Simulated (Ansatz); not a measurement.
M(PH3)Cl with several metals: PBE-D4/def2-SVP single points in Ansatz on relaxed structures, gas phase. Core potentials for Ag, Au, no spin–orbit coupling. Binding counts from free atoms in the multiplicity of their measured ground term, without zero-point energy. Names give formal oxidation states. The structures are stationary points that may keep the symmetry of their start.

| species | atoms | state | geometry | HOMO (eV) | LUMO (eV) | gap (eV) | binding per atom (eV) | point group (within 0.1 Å) |
| --- | --- | --- | --- | --- | --- | --- | --- | --- |
| Au(PH3)Cl (PH3AuCl) | 6 | singlet | PBE-D4/def2-TZVP | -5.98 | -1.38 | 4.60 | 2.60 | C3v |
| Cu(PH3)Cl (CuPH3Cl) | 6 | singlet | PBE-D4/def2-TZVP | -5.28 | -1.28 | 4.01 | 2.71 | C3v |
| Ag(PH3)Cl (AgPH3Cl) | 6 | singlet | PBE0-D4/def2-TZVP | -5.65 | -1.48 | 4.17 | 2.51 | C3v |

The gap (eV) runs from 4.01 (Cu(PH3)Cl) to 4.60 (Au(PH3)Cl).
